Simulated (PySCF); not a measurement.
Radial density of N (nitrogen, neutral)

M06-L, [He] 2s1 2p4, 2s spin antiparallel (an excited configuration). All numbers are calculated (PySCF 2.14, no relativity, point nucleus, in aug-cc-pVDZ (4s3p2d, 23 functions)).

| r (bohr) | 4πr²ρ (e/bohr) | 4πr²(ρα − ρβ) |
| --- | --- | --- |
| 0.00476 | 0.05343 | -0.0013 |
| 0.00801 | 0.1451 | -0.0036 |
| 0.0135 | 0.3790 | -0.0093 |
| 0.0227 | 0.9451 | -0.0231 |
| 0.0381 | 2.155 | -0.0521 |
| 0.0641 | 4.263 | -0.0994 |
| 0.108 | 6.629 | -0.1328 |
| 0.181 | 7.017 | -0.0416 |
| 0.305 | 4.273 | 0.2649 |
| 0.513 | 2.369 | 0.5224 |
| 0.863 | 3.201 | 0.5175 |
| 1.45 | 2.604 | 0.4274 |
| 2.44 | 0.7280 | 0.1798 |
| 4.11 | 0.05630 | 0.0221 |
| 6.91 | 0.001268 | 0.0005 |

With the s spin flipped the determinant is a mixture of two multiplicities, not a spectroscopic state.
